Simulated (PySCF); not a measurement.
Species: C₃H₈GeO.
SMILES with atom numbers: `[GeH3:1][O:2][CH:3]1[CH2:4][CH2:5]1` (hydrogens: H6, H7, H8 on Ge1; H9 on C3; H10, H11 on C4; H12, H13 on C5)

Method: PBE0-D3(BJ)/def2-SVP geometry optimisation, gas phase in PySCF 2.14.0; density fitting, grid level 1; the optimiser is geomeTRIC in internal coordinates, started from a GFN2-xTB structure.

Step 0: E = -61781.6853 eV
```
atom  x, y, z in Å  |  force x, y, z in eV/Å
Ge1     2.1923    0.8420    0.3963    0.221  -0.029  -0.214
O2      0.5165    0.4311    0.6353   -1.482  -0.528  -0.007
C3     -0.2845   -0.3787   -0.1726    0.045   0.561   0.631
C4     -1.4682   -1.0275    0.4708    0.247   0.215  -0.364
C5     -1.6625    0.1047   -0.4992    0.319  -0.292   0.079
H6      2.4248    1.6861    1.5978    0.358   0.546   0.665
H7      2.3857    1.5858   -0.8989    0.084   0.380  -0.585
H8      3.0285   -0.4087    0.3784    0.423  -0.600   0.017
H9      0.2493   -0.9394   -0.9328    0.175  -0.281  -0.345
H10    -1.6306   -0.8215    1.5167   -0.001   0.172   0.520
H11    -1.7396   -2.0266    0.1665   -0.126  -0.493  -0.167
H12    -2.0665   -0.1076   -1.4773   -0.204  -0.127  -0.476
H13    -1.9541    1.0612   -0.0951   -0.058   0.477   0.246
```

Step 1: E = -61781.7920 eV
```
atom  x, y, z in Å  |  force x, y, z in eV/Å
Ge1     2.1853    0.8498    0.4080    0.084  -0.014  -0.106
O2      0.4771    0.4282    0.6718   -0.109   0.002   0.159
C3     -0.2937   -0.3790   -0.1513    0.208   0.106   0.021
C4     -1.4833   -1.0352    0.4649   -0.031  -0.090   0.006
C5     -1.6627    0.1000   -0.5107   -0.050   0.019  -0.119
H6      2.5315    1.7246    1.6270   -0.014  -0.082  -0.121
H7      2.3518    1.6179   -0.9275   -0.035  -0.021   0.102
H8      3.0386   -0.4429    0.3530   -0.075   0.079   0.035
H9      0.2617   -0.9463   -0.9109   -0.027  -0.032  -0.014
H10    -1.6565   -0.8221    1.5235    0.023   0.025  -0.024
H11    -1.7480   -2.0498    0.1518    0.001   0.026   0.014
H12    -2.0537   -0.1162   -1.5099   -0.004   0.005   0.030
H13    -1.9567    1.0717   -0.1039    0.029  -0.024   0.017
```

Step 2: E = -61781.8006 eV
```
atom  x, y, z in Å  |  force x, y, z in eV/Å
Ge1     2.1746    0.8482    0.4050    0.056   0.001  -0.096
O2      0.4705    0.4295    0.7029   -0.064   0.028   0.151
C3     -0.2862   -0.3749   -0.1328    0.116  -0.013  -0.054
C4     -1.4846   -1.0330    0.4645   -0.030  -0.050  -0.003
C5     -1.6506    0.0988   -0.5190   -0.029   0.034  -0.054
H6      2.5594    1.7058    1.6172   -0.004  -0.022  -0.032
H7      2.3071    1.6319   -0.9205   -0.017  -0.006   0.039
H8      3.0138   -0.4469    0.3215   -0.037   0.024   0.015
H9      0.2802   -0.9452   -0.8834   -0.024  -0.018   0.009
H10    -1.6719   -0.8138    1.5195    0.008   0.014  -0.027
H11    -1.7437   -2.0491    0.1517    0.007   0.024   0.015
H12    -2.0272   -0.1214   -1.5228    0.008   0.008   0.027
H13    -1.9501    1.0711   -0.1178    0.009  -0.025   0.008
```

**Question.** Estimate the geometry and energy of step 3. (The exact step hangs on the optimiser's Hessian estimate; all steps are aligned on step 2, rigid shifts and turns removed.)

**Answer.** E = -61781.8098 eV, largest force 0.157 eV/Å
```
atom  x, y, z in Å  |  force x, y, z in eV/Å
Ge1     2.1459    0.8521    0.3933   -0.006   0.047  -0.013
O2      0.4599    0.4162    0.7786    0.091  -0.044   0.089
C3     -0.2649   -0.3888   -0.0841   -0.120  -0.032  -0.095
C4     -1.4971   -1.0295    0.4623    0.006   0.071   0.002
C5     -1.6060    0.0997   -0.5342   -0.005  -0.033  -0.002
H6      2.6147    1.6715    1.5959    0.012   0.032   0.054
H7      2.1864    1.6781   -0.9061    0.006   0.011  -0.040
H8      2.9623   -0.4432    0.2296    0.019  -0.034  -0.023
H9      0.3218   -0.9741   -0.8084    0.011   0.003   0.042
H10    -1.7241   -0.7929    1.5051   -0.012  -0.013   0.000
H11    -1.7560   -2.0445    0.1494    0.007  -0.002   0.001
H12    -1.9446   -0.1194   -1.5505   -0.001   0.003  -0.007
H13    -1.9071    1.0759   -0.1451   -0.007  -0.008  -0.007
```

The energy changes by -0.0092 eV. The first-order estimate −F·Δx gives -0.0157 eV and the mean of the old and new forces, exact on a quadratic surface, -0.0091 eV. The step makes an angle of 77° with the force vector and moves no atom by more than 0.130 Å.

What follows is the cost of the whole optimisation. Hardware: an Arm Neoverse V2 with one thread, no GPU, shared host. Cost: 62 s of wall time.
